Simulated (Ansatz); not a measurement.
Ideal-gas functions of CH4GaSe (`[CH3][Ga][SeH]`) radical at 298.15 K and 1 bar, from an Ansatz frequency run at PBE0-D4/def2-TZVP.

Molar mass 164.73 g/mol, point group Cs (symmetry number 1), electronic degeneracy 2, moments of inertia 38.784, 289.206, 324.803 u Å². Harmonic wavenumbers (cm⁻¹, unscaled): 38, 115, 239, 262, 527, 573, 627, 728, 1174, 1430, 1442, 2448, 3050, 3141, 3168.

Use S(trans) = R[1.5 ln M + 2.5 ln T − 1.1517]; rotational temperatures θ = 24.2544 K / I; S(rot) = R[ln(√π/σ · √(T³/θAθBθC)) + 1.5]; for each mode x = 1.438777 ν̃/T, S = R[x/(eˣ − 1) − ln(1 − e⁻ˣ)] and H = RT x/(eˣ − 1); 1 cm⁻¹ = 0.0119627 kJ/mol; R = 8.31446 J/(mol·K).

By hand: the entropy, in J/(mol·K).

Translation 172.5. Rotation: θ = 0.6254, 0.0839, 0.0747 K, giving 111.3. Vibration, mode by mode: 22.43, 13.32, 7.57, 6.90, 2.49, 2.09, 1.70, 1.15, 0.19, 0.07, 0.06, 0.00, 0.00, 0.00, 0.00, in all 58.0. Electronic 5.8. Sum 347.6 J/(mol·K).

By hand: H − E and G − E in kJ/mol, counted from the electronic energy.

Zero-point energy ½ × 18962 × 0.0119627 = 113.4; thermal vibration 8.4; translation, rotation and pV give 4 RT = 9.9. H − E = 131.7 kJ/mol, and G − E = 131.7 − 298.15 × 347.6/1000 = 28.1 kJ/mol.

Vibration gives 17 % of the entropy, 35.7 J/(mol·K) of it from the modes under 150 cm⁻¹: soft modes count most, and the harmonic formula is weakest for them. The sum counts one conformer and one mirror image; others add a mixing term.
